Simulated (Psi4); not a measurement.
A dimer, C2H6 ··· BCl3 (SMILES CC and ClB(Cl)Cl), singlet; the first 8 atoms form monomer A.

```
12

C      0.7630    -0.0088    -0.0095
C     -0.7630     0.0088     0.0095
H      1.1592    -0.7872     0.6456
H      1.1452    -0.1980    -1.0146
H      1.1752     0.9451     0.3255
H     -1.1452     0.1979     1.0146
H     -1.1752    -0.9451    -0.3256
H     -1.1592     0.7873    -0.6455
Cl    -0.1917     0.7393    -4.5307
B     -1.1258    -0.7039    -4.2296
Cl    -0.3185    -2.2335    -3.9963
Cl    -2.8675    -0.6171    -4.1594
```

Question: What interaction energy does SAPT0/jun-cc-pVDZ, frozen core (Psi4 1.11) give, and which attractive term is the largest?

Answer: Total -0.74 kcal/mol: electrostatics -0.11, exchange 0.24, induction -0.03, dispersion -0.84. The most attractive term is dispersion.
